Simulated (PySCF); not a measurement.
## Isomers of C8H18O: computed energies against enthalpies of formation

**The experiment to reproduce.**

CRC Handbook of Chemistry and Physics lists, for the gas at 298.15 K: enthalpy of formation of `CC(C)(C)OC(C)(C)C` -362 kJ/mol; enthalpy of formation of `CCCCCCCCO` -355.6 kJ/mol; enthalpy of formation of `CCCCOCCCC` (n-Bu2O) -332.8 kJ/mol.

The results are set against them at the end.

Differences of these values give the isomerisation enthalpies. Geometries: PBE0-D3(BJ)/def2-SVP; runs in PySCF, gas phase, with a dispersion term only where the level names one. Total electronic energies (Eh):

```json
{"SMILES": "CC(C)(C)OC(C)(C)C", "PBE0-D3(BJ)/def2-SVP": "-390.18345", "PBE0/pcSseg-1": "-390.39275"}
{"SMILES": "CCCCCCCCO", "PBE0-D3(BJ)/def2-SVP": "-390.18702", "PBE0/pcSseg-1": "-390.39858"}
{"SMILES": "CCCCOCCCC", "PBE0-D3(BJ)/def2-SVP": "-390.18104", "PBE0/pcSseg-1": "-390.39234"}
```

Geometry of `CC(C)(C)OC(C)(C)C` (Å):
```
atom  x, y, z in Å
C1     1.279    1.003   -1.306
C2     1.241    0.132   -0.051
C3     1.605    0.958    1.186
C4     2.253   -1.003   -0.203
O5     0.017   -0.570    0.140
C6    -1.307   -0.059    0.029
C7    -1.528    1.285    0.722
C8    -1.750    0.018   -1.436
C9    -2.136   -1.126    0.741
H10    0.580    1.850   -1.249
H11    1.043    0.413   -2.203
H12    2.290    1.421   -1.429
H13    1.478    0.345    2.091
H14    2.655    1.283    1.133
H15    0.985    1.858    1.290
H16    3.274   -0.613   -0.329
H17    1.995   -1.620   -1.076
H18    2.226   -1.648    0.687
H19   -2.596    1.547    0.675
H20   -1.237    1.236    1.782
H21   -0.970    2.102    0.243
H22   -1.270    0.844   -1.977
H23   -2.838    0.168   -1.498
H24   -1.500   -0.923   -1.948
H25   -3.209   -0.888    0.706
H26   -1.822   -1.206    1.791
H27   -1.973   -2.103    0.263
```

Geometry of `CCCCCCCCO` (Å):
```
atom  x, y, z in Å
C1     4.5607   -0.4805    0.1630
C2     3.2260    0.1594    0.5099
C3     2.0408   -0.4932   -0.1880
C4     0.6996    0.1377    0.1563
C5    -0.4842   -0.5139   -0.5432
C6    -1.8233    0.1171   -0.1939
C7    -3.0106   -0.5356   -0.8852
C8    -4.3285    0.1781   -0.6288
O9    -4.3228    1.5186   -1.0468
H10    4.7616   -0.4237   -0.9191
H11    4.5774   -1.5464    0.4425
H12    5.3969    0.0120    0.6821
H13    3.2506    1.2331    0.2524
H14    3.0680    0.1205    1.6024
H15    2.1940   -0.4521   -1.2822
H16    2.0151   -1.5689    0.0661
H17    0.7244    1.2132   -0.0971
H18    0.5453    0.0955    1.2499
H19   -0.5073   -1.5911   -0.2955
H20   -0.3323   -0.4662   -1.6373
H21   -1.9754    0.0775    0.9001
H22   -1.8134    1.1894   -0.4522
H23   -3.1076   -1.5896   -0.5698
H24   -2.8295   -0.5693   -1.9772
H25   -4.5347    0.1992    0.4541
H26   -5.1577   -0.3905   -1.0963
H27   -4.1536    1.5309   -1.9948
```

Geometry of `CCCCOCCCC` (Å):
```
atom  x, y, z in Å
C1    -3.699    1.695   -0.057
C2    -2.733    0.545   -0.290
C3    -2.314   -0.157    0.994
C4    -1.319   -1.276    0.772
O5    -0.153   -0.753    0.206
C6     0.809   -1.715   -0.115
C7     2.046   -1.027   -0.647
C8     2.697   -0.085    0.357
C9     3.917    0.632   -0.196
H10   -3.253    2.466    0.590
H11   -3.986    2.182   -1.002
H12   -4.624    1.351    0.433
H13   -3.189   -0.195   -0.972
H14   -1.826    0.906   -0.801
H15   -1.868    0.575    1.690
H16   -3.198   -0.574    1.506
H17   -1.088   -1.783    1.732
H18   -1.758   -2.048    0.104
H19    1.064   -2.318    0.784
H20    0.408   -2.425   -0.868
H21    2.766   -1.801   -0.965
H22    1.771   -0.467   -1.558
H23    2.976   -0.659    1.259
H24    1.942    0.646    0.687
H25    3.656    1.241   -1.077
H26    4.366    1.304    0.550
H27    4.696   -0.081   -0.512
```

Zero-point and thermal terms are left out, so the computed numbers are electronic energies.

**Comparison with experiment**

Relative to `CC(C)(C)OC(C)(C)C`, the lowest by measurement, in kJ/mol (measured: enthalpies at 298.15 K; computed: electronic energies):

```json
{"SMILES": "CC(C)(C)OC(C)(C)C", "measured": "0.0", "PBE0-D3(BJ)/def2-SVP": "0.0", "PBE0/pcSseg-1": "0.0"}
{"SMILES": "CCCCCCCCO", "measured": "6.4", "PBE0-D3(BJ)/def2-SVP": "-9.4", "PBE0/pcSseg-1": "-15.3"}
{"SMILES": "CCCCOCCCC", "measured": "29.2", "PBE0-D3(BJ)/def2-SVP": "6.3", "PBE0/pcSseg-1": "1.1"}
```

Measured values: -362 kJ/mol (298.15 K; CRC Handbook of Chemistry and Physics) for the first row; the others come from the same table. Mean unsigned miss over the other isomers: PBE0-D3(BJ)/def2-SVP 19.4, PBE0/pcSseg-1 24.9 kJ/mol. PBE0-D3(BJ)/def2-SVP and PBE0/pcSseg-1 put another isomer lowest. One conformer stands for `CCCCCCCCO` and `CCCCOCCCC`, not necessarily the lowest, while the measurement averages over conformers. Where a level misses, the cause wasn't examined.
